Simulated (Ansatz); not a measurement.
`BBC[SiH3]` + `F[SiH2][SiH](F)F` → `F[SiH2]BC[SiH3]` + `B[SiH](F)F`  (redistribution)

Calculated with Ansatz (gas phase, PBE0-D4/def2-TZVP geometries, no zero-point term in ΔE). CCSD(T)/CBS adds triple-zeta CCSD(T) − MP2 to the extrapolated MP2 energy (def2 sets, frozen cores). Functionals use def2-TZVPP. One conformer a species, not always the lowest.

`BBC[SiH3]`:

Z-matrix (Å, degrees):
```
C
B 1 1.545
Si 1 1.892 2 106.7
H 1 1.094 2 115.5 3 -116.1
H 1 1.094 2 114.0 3 115.3
B 2 1.642 1 128.4 3 90.0
H 2 1.210 1 116.8 3 -85.9
H 3 1.486 1 111.0 2 55.1
H 3 1.486 1 110.5 2 -65.6
H 3 1.487 1 109.1 2 174.9
H 6 1.201 2 122.6 1 -86.9
H 6 1.201 2 121.7 1 96.7
```

`F[SiH2][SiH](F)F`:

Z-matrix (Å, degrees):
```
Si
Si 1 2.355
F 1 1.604 2 108.5
H 1 1.484 2 111.1 3 -119.4
H 1 1.485 2 110.4 3 118.4
F 2 1.594 1 107.5 3 -175.8
F 2 1.591 1 109.8 3 67.6
H 2 1.481 1 116.5 3 -54.8
```

`F[SiH2]BC[SiH3]`:

Z-matrix (Å, degrees):
```
Si
B 1 2.010
F 1 1.609 2 113.1
H 1 1.491 2 112.3 3 -121.3
H 1 1.493 2 109.3 3 119.4
C 2 1.531 1 120.4 3 161.7
H 2 1.200 1 120.6 3 -16.0
Si 6 1.904 2 104.3 1 -97.1
H 6 1.095 2 115.1 1 150.5
H 6 1.094 2 116.9 1 18.5
H 8 1.485 6 108.2 2 172.0
H 8 1.486 6 111.1 2 52.6
H 8 1.484 6 110.2 2 -68.3
```

`B[SiH](F)F`:

```xyz
7

B    -0.969   -0.134   -0.734
Si    0.614    0.096    0.487
F     1.208   -1.311    0.943
F     1.807    0.863   -0.242
H    -1.228    0.686   -1.562
H    -1.711   -1.061   -0.608
H     0.279    0.859    1.716
```

(1) Is it downhill or uphill in electronic energy at CCSD(T)/CBS, and by how much? (Estimate.)

(2) What do these levels give: PBE0, SCS-MP2/def2-TZVPP, CCSD(T)/def2-TZVPP, MP2/def2-QZVPP, SCS-MP2/def2-QZVPP, CCSD/CBS(def2)? (An estimate is asked.)

Largest T1 diagnostic among the species: 0.012.

Answers

(1) The calculation gave: Uphill: ΔE = +16.8 kJ/mol.

(2) The calculation gave: PBE0 24.8, SCS-MP2/def2-TZVPP 14.1, CCSD(T)/def2-TZVPP 14.5, MP2/def2-QZVPP 16.5, SCS-MP2/def2-QZVPP 15.6, CCSD/CBS(def2) 16.7 kJ/mol.

From PBE to PBE0 (25 % exact exchange), in def2-TZVPP and without D4, ΔE moves by −4.3 kJ/mol.
